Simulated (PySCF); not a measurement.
Be(I)(SMe) (CH₃BeIS), SMILES [Be]([I])[S]C. Geometry optimised at PBE0-D3(BJ)/def2-SVP. The def2 effective core potentials stand for the cores of I; spin–orbit coupling is left out. One conformer was computed; it need not be the lowest.

Problem. Give the equilibrium geometry at PBE0-D3(BJ)/def2-SVP (PySCF confirms it by a frequency run) as a Z-matrix, and its point group. (An estimate is asked for; the answer gives what the named calculation found.)

Solution. This is not unique; one that fits is point group Cs.
```
C
H 1 1.0977
H 1 1.0977 2 110.05
H 1 1.0979 2 108.58 3 118.72
S 1 1.8349 2 111.56 4 116.90
Be 5 1.8977 1 101.24 2 61.77
I 6 2.1733 1 141.01 2 55.02
```
Charge 0, spin multiplicity 1.
